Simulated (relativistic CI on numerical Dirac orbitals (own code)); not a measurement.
**Forbidden transitions in Er¹⁴⁺**

Computed by Dirac-Coulomb-Breit CI, separate exchange-only KLI orbitals for each configuration, model QED (radiative potential, 1s self-energy scaled to tabulated hydrogen-like ionisation energies), unscaled Slater integrals (own radial code, finite nucleus).

Configurations in the expansion (outside the closed core [Ar] 3d10 4p6 4d10): 4s2.4f7.5s, 4s2.4f8, 4s2.4f6.5s2, 4s2.4f5.5s2.6s, 4s2.4f5.5s.6s2, 4s2.4f6.6s2, 4f8.5s2. The list is cut by size and lacks configurations that can hold low levels.

| λ vac (nm) | Lower | Upper | Type | A (s⁻¹) | gf | Branching (%) |
| --- | --- | --- | --- | --- | --- | --- |
| 132.59 | 4s2.4f7.5s 9S°_4 [1] | 4s2.4f7.5s 7D°_4 [36] | M1 | 4.55e+01 | 1.08e-07 | 84.7 |
| 136.66 | 4s2.4f7.5s 9S°_4 [1] | 4s2.4f7.5s 7D°_5 [32] | M1 | 2.65e+00 | 8.15e-09 | 16.3 |
| 152.35 | 4s2.4f7.5s 9S°_4 [1] | 4s2.4f7.5s 7I°_4 [18] | M1 | 6.94e-02 | 2.17e-10 | 69.4 |
| 163.77 | 4s2.4f7.5s 9S°_4 [1] | 4s2.4f7.5s 7P°_3 [13] | M1 | 1.82e+02 | 5.12e-07 | 99.6 |
| 167.16 | 4s2.4f7.5s 9S°_4 [1] | 4s2.4f7.5s 7P°_4 [12] | M1 | 2.26e+02 | 8.52e-07 | 98.8 |
| 211.55 | 4s2.4f6.5s2 7F_1 [3] | 4s2.4f6.5s2 5G_2 [27] | M1 | 1.68e+01 | 5.64e-08 | 36.1 |
| 217.46 | 4s2.4f6.5s2 7F_2 [4] | 4s2.4f6.5s2 5G_3 [30] | M1 | 2.36e+01 | 1.17e-07 | 28.3 |
| 220.35 | 4s2.4f6.5s2 7F_2 [4] | 4s2.4f6.5s2 5G_2 [27] | M1 | 2.41e+01 | 8.78e-08 | 51.7 |
| 227.94 | 4s2.4f6.5s2 7F_3 [5] | 4s2.4f6.5s2 5G_4 [31] | M1 | 2.36e+01 | 1.65e-07 | 27.8 |
| 228.47 | 4s2.4f6.5s2 7F_3 [5] | 4s2.4f6.5s2 5G_3 [30] | M1 | 4.29e+01 | 2.35e-07 | 51.4 |
| 231.66 | 4s2.4f6.5s2 7F_3 [5] | 4s2.4f6.5s2 5G_2 [27] | M1 | 5.40e+00 | 2.17e-08 | 11.6 |
| 240.82 | 4s2.4f6.5s2 7F_4 [6] | 4s2.4f6.5s2 5G_4 [31] | M1 | 5.46e+01 | 4.27e-07 | 64.5 |
| 241.42 | 4s2.4f6.5s2 7F_4 [6] | 4s2.4f6.5s2 5G_3 [30] | M1 | 1.63e+01 | 9.97e-08 | 19.5 |
| 242.75 | 4s2.4f6.5s2 7F_4 [6] | 4s2.4f6.5s2 5G_5 [29] | M1 | 2.12e+01 | 2.06e-07 | 21.2 |
| 255.33 | 4s2.4f6.5s2 7F_5 [7] | 4s2.4f6.5s2 5G_4 [31] | M1 | 6.43e+00 | 5.65e-08 | 7.6 |
| 257.50 | 4s2.4f6.5s2 7F_5 [7] | 4s2.4f6.5s2 5G_5 [29] | M1 | 6.89e+01 | 7.54e-07 | 68.8 |
| 258.96 | 4s2.4f6.5s2 7F_4 [6] | 4s2.4f6.5s2 5D_3 [24] | M1 | 7.77e+01 | 5.47e-07 | 85.0 |
| 260.38 | 4s2.4f6.5s2 7F_5 [7] | 4s2.4f6.5s2 5G_6 [26] | M1 | 1.46e+01 | 1.93e-07 | 14.5 |
| 270.91 | 4s2.4f7.5s 9S°_4 [1] | 4s2.4f7.5s 7S°_3 [9] | M1 | 4.99e-01 | 3.84e-09 | 100.0 |
| 273.50 | 4s2.4f6.5s2 7F_6 [8] | 4s2.4f6.5s2 5G_5 [29] | M1 | 9.63e+00 | 1.19e-07 | 9.6 |
| 276.76 | 4s2.4f6.5s2 7F_6 [8] | 4s2.4f6.5s2 5G_6 [26] | M1 | 8.45e+01 | 1.26e-06 | 83.8 |
| 291.19 | 4s2.4f6.5s2 7F_3 [5] | 4s2.4f6.5s2 5D_2 [15] | M1 | 1.13e+02 | 7.18e-07 | 88.7 |
| 297.51 | 4s2.4f6.5s2 7F_0 [2] | 4s2.4f6.5s2 5D_1 [11] | M1 | 9.30e+00 | 3.70e-08 | 6.7 |
| 300.13 | 4s2.4f6.5s2 7F_5 [7] | 4s2.4f6.5s2 5L_6 [22] | M1 | 4.54e-01 | 7.97e-09 | 13.0 |
| 322.11 | 4s2.4f6.5s2 7F_6 [8] | 4s2.4f6.5s2 5L_6 [22] | M1 | 3.03e+00 | 6.13e-08 | 87.0 |
| 327.71 | 4s2.4f6.5s2 7F_2 [4] | 4s2.4f6.5s2 5D_1 [11] | M1 | 1.24e+02 | 6.00e-07 | 89.3 |
| 362.51 | 4s2.4f6.5s2 7F_1 [3] | 4s2.4f6.5s2 5D_0 [10] | M1 | 1.47e+02 | 2.90e-07 | 100.0 |
| 395.67 | 4s2.4f7.5s 7S°_3 [9] | 4s2.4f7.5s 7P°_2 [14] | M1 | 6.79e+00 | 7.97e-08 | 99.1 |
| 641.00 | 4s2.4f7.5s 7P°_4 [12] | 4s2.4f7.5s 7D°_4 [36] | M1 | 2.63e+00 | 1.46e-07 | 4.9 |
| 685.53 | 4s2.4f7.5s 7P°_3 [13] | 4s2.4f7.5s 7D°_2 [37] | M1 | 1.46e+01 | 5.13e-07 | 71.1 |
| 696.36 | 4s2.4f7.5s 7P°_3 [13] | 4s2.4f7.5s 7D°_4 [36] | M1 | 5.04e+00 | 3.30e-07 | 9.4 |
| 748.99 | 4s2.4f7.5s 7P°_4 [12] | 4s2.4f7.5s 7D°_5 [32] | M1 | 1.34e+01 | 1.24e-06 | 82.9 |
| 786.68 | 4s2.4f7.5s 7P°_2 [14] | 4s2.4f7.5s 7D°_1 [35] | M1 | 2.52e+01 | 7.01e-07 | 100.0 |
| 1509.9 | 4s2.4f6.5s2 5D_2 [15] | 4s2.4f6.5s2 5D_3 [24] | M1 | 1.31e+01 | 3.14e-06 | 14.3 |
| 1654.8 | 4s2.4f6.5s2 5D_1 [11] | 4s2.4f6.5s2 5D_2 [15] | M1 | 1.20e+01 | 2.46e-06 | 9.4 |
| 2075.8 | 4s2.4f6.5s2 5D_0 [10] | 4s2.4f6.5s2 5D_1 [11] | M1 | 5.46e+00 | 1.06e-06 | 3.9 |
| 3391.4 | 4s2.4f6.5s2 5L_6 [22] | 4s2.4f6.5s2 5L_7 [25] | M1 | 1.37e+00 | 3.55e-06 | 97.6 |
| 4239.7 | 4s2.4f6.5s2 7F_4 [6] | 4s2.4f6.5s2 7F_5 [7] | M1 | 9.39e-01 | 2.78e-06 | 100.0 |
| 4259.2 | 4s2.4f6.5s2 7F_3 [5] | 4s2.4f6.5s2 7F_4 [6] | M1 | 1.24e+00 | 3.03e-06 | 100.0 |
| 4340.2 | 4s2.4f6.5s2 5L_7 [25] | 4s2.4f6.5s2 5L_8 [28] | M1 | 8.89e-01 | 4.27e-06 | 100.0 |
| 4399.7 | 4s2.4f6.5s2 7F_5 [7] | 4s2.4f6.5s2 7F_6 [8] | M1 | 4.63e-01 | 1.75e-06 | 100.0 |
| 4511.2 | 4s2.4f6.5s2 7F_2 [4] | 4s2.4f6.5s2 7F_3 [5] | M1 | 1.20e+00 | 2.57e-06 | 100.0 |
| 5296.8 | 4s2.4f6.5s2 7F_1 [3] | 4s2.4f6.5s2 7F_2 [4] | M1 | 7.68e-01 | 1.62e-06 | 100.0 |
| 5997.6 | 4s2.4f6.5s2 5L_8 [28] | 4s2.4f6.5s2 5L_9 [33] | M1 | 3.06e-01 | 3.13e-06 | 100.0 |
| 8271.7 | 4s2.4f6.5s2 7F_0 [2] | 4s2.4f6.5s2 7F_1 [3] | M1 | 1.76e-01 | 5.42e-07 | 100.0 |

Terms are leading LS components. Brackets give the number of a level in order of energy, since labels repeat. The list gives strong lines, with weight on those to low levels, among the lowest 200 of 2626 levels, so that lines to higher ones, which can be the strongest, are missing. Levels whose partners in the same complex of configurations lie outside the list can be far off, and so can their lines. Rates are taken at the computed energies, electric ones in the length gauge.

At this charge transitions that keep the count of f electrons are usually good to a few per cent. Terms inside the open d or f shell come out 10 to 20 % too wide with unscaled integrals. Levels and lines within the n = 5 or 6 shells can be off by up to 10 % or somewhat more, and those that change n by about 2 %, since core polarisation is missing. Levels that differ in their count of f electrons can be misplaced by several ten thousand cm⁻¹, since the correlation energy of f electrons is missing or only estimated; rates across such gaps can be off by orders of magnitude.

**Question.** From the table, what is the radiative lifetime of 4s2.4f7.5s 7D°_4?

**Answer.** The listed rates from this level add up to about 5.32e+01 s⁻¹, 99 % of its decay; with all channels τ = 1.86e-02 s.

LS names give the leading component of a level, which can be under half, so a name can repeat, a term be missing and a line seem to break the LS rules.
